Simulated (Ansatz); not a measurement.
Relaxation of FGeH3O (6 atoms, charge 0, multiplicity 1), to a largest force component of 0.02 eV/Å in at most 40 steps.

Theory: Ansatz, RKS PBE0/def2-SVP.

```xyz
6
Properties=species:S:1:pos:R:3
Ge 0.000 0.000 0.000
O 0.000 0.000 1.770
H -0.909 -0.281 2.107
F 1.584 0.000 -0.559
H -0.730 1.265 -0.516
H -0.730 -1.265 -0.516
```

Task: Where does it end, and by what steps?

Result: The run converged. After 11 steps the energy has fallen by 0.270 eV; H3 moved furthest, 0.71 Å.

```
step  energy less start (eV)  largest force component (eV/Å)  accepted
   0                  0.0000                           2.491       yes
   1                 -0.1288                           0.874       yes
   2                 -0.1544                           0.215       yes
   3                 -0.1628                           0.509       yes
   4                 -0.1754                           0.352       yes
   5                 -0.2236                           0.175       yes
   6                 -0.1388                           2.653        no
   7                 -0.2463                           0.158       yes
   8                 -0.2625                           0.179       yes
   9                 -0.2653                           0.127       yes
  10                 -0.2699                           0.044       yes
  11                 -0.2701                           0.006       yes
```

```xyz
6
Properties=species:S:1:pos:R:3
Ge -0.180 0.047 -0.043
O -0.479 0.234 1.684
H -0.256 -0.546 2.203
F 1.536 -0.144 -0.267
H -0.600 1.365 -0.689
H -0.806 -1.238 -0.603
```

Whether the end is a true minimum wasn't checked by a vibrational analysis.

Run time: 32 s on 1 thread of Arm Neoverse V1 (shared host), peak memory 0.14 GiB.
